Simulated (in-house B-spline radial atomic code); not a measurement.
A fraction x of an electron is moved 3p → 4p in Se²⁺, starting from [Ar] 3d10 4s2 4p2 and keeping the highest spin. Computed with a radial B-spline atomic code at the basis-set limit: scalar-relativistic (X2C) r2SCAN0, spin-polarised, spherical fractional occupations, Fermi nucleus of rms radius 4.14 fm.

Caution: exact exchange at fractional occupations of open shells leaves self-interaction of up to several eV.

```
    x  E(x) - E(0) (eV)  3p down level (eV)  4p up level (eV)
    0            0.0000            -186.095           -27.236
0.125           19.8931            -187.157           -27.727
 0.25                 ?                   ?                 ?
0.375           59.8908            -189.252           -28.705
  0.5           79.9934            -190.285           -29.192
0.625          100.1637            -191.309           -29.679
 0.75          120.4006            -192.323           -30.164
0.875                 ?                   ?                 ?
    1          161.0693            -194.320           -31.135
```

(1) What belongs in the row x = 0.25?

(2) What belongs in the row x = 0.875?

(3) Check Janak's theorem between x = 0.375 and 0.5.

Results:

(1) An energy change of 39.8570 eV; 3p down at -188.209 eV, 4p up at -28.217 eV.

(2) An energy change of 140.7029 eV; 3p down at -193.326 eV, 4p up at -30.650 eV.

(3) The slope of the energy is 160.82 eV; the orbital levels give 160.82 eV (ε of the receiving orbital less ε of the emptying one, averaged over the two points).
